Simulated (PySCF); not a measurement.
Where the electron goes

C₃H₅F₃SeSi.
Z-matrix (Å and degrees, GFN2-xTB geometry), rows numbered from 1:
```
C 
C   1  1.3260
Si  2  1.8832  1  124.73
Se  3  2.3371  2  108.96  1    15.69
C   4  1.9438  3   95.83  2    73.32
F   5  1.3371  4  112.36  3   -66.21
F   5  1.3269  4  110.37  3   173.78
F   5  1.3369  4  112.25  3    53.77
H   1  1.0800  2  121.75  3    -0.70
H   1  1.0783  2  122.51  3   179.68
H   2  1.0832  1  118.94  3  -179.43
H   3  1.4609  2  114.16  1   -96.73
H   3  1.4622  2  112.75  1   132.75
```

Level of theory: TDDFT CAM-B3LYP/def2-SVPD, vertical, gas phase, core orbitals frozen in the response (PySCF 2.14.0, density-fitted response routines). The CAM-B3LYP/def2-SVPD calculation is non-relativistic and has no spin–orbit coupling, an omission that weighs most on selenium.

Kohn–Sham orbitals with the atoms that hold most of them (Löwdin shares over 4%, at most four atoms; ? is withheld):

| orbital | ε (eV) | atoms |
| --- | --- | --- |
| LUMO+2 | 0.77 | Se4 29%, Si3 18%, C1 13%, C2 11% |
| LUMO+1 | 0.38 | Se4 55%, Si3 14%, C5 12%, H13 4% |
| LUMO | 0.11 | C1 24%, C2 23%, Si3 20%, Se4 11% |
| HOMO | ? | ? |
| HOMO-1 | -9.69 | ? |
| HOMO-2 | -10.28 | Se4 51%, Si3 16%, C2 11%, C5 4% |
| HOMO-3 | -11.03 | Si3 22%, C2 21%, C1 17%, Se4 8% |

(1) Which atoms hold the HOMO, and with what shares?

(2) Give the leading atoms of the HOMO-1.

(3) What is the HOMO energy, and the HOMO–LUMO gap?

## Answers

(1) Se4 (bonded to C and Si) 74%; C5 (bonded to 3 F and Se) 7%; Si3 (bonded to C, Se and 2 H) 7%.

(2) C2 (bonded to C, Si and H) 38%; C1 (bonded to C and 2 H) 36%; Si3 (bonded to C, Se and 2 H) 7%. By element: carbon 73% or more, silicon 7%.

(3) ε(HOMO) = -8.67 eV; the gap is 8.78 eV (0.3227 hartree).

Q: The HOMO–LUMO gap is 8.78 eV. Where does the response calculation put the lowest singlet, and from which orbitals?

A: S1 is at 5.11 eV (f = 0.0025), 3.67 eV below the gap, made of HOMO→LUMO+1 (87%). Its leading pair isn't HOMO and LUMO; the energies of that pair differ by 9.05 eV. Without the coupling terms of the response equations the lowest excitation would equal the gap.

Q: One configuration dominates each of S1 and S2. Which, and how do the shares of the two leading atoms of either orbital change from the occupied to the empty one?

A: 
- S1 (5.11 eV, f 0.0025), HOMO→LUMO+1 (87%): Se4 74% → 55%, C5 7% → 12%, Si3 7% → 14%
- S2 (5.82 eV, f 0.015), HOMO→LUMO (83%): Se4 74% → 11%, C5 7% → at most 12%, C1 at most 4% → 24%, C2 at most 4% → 23%

One conformer stands for the species.
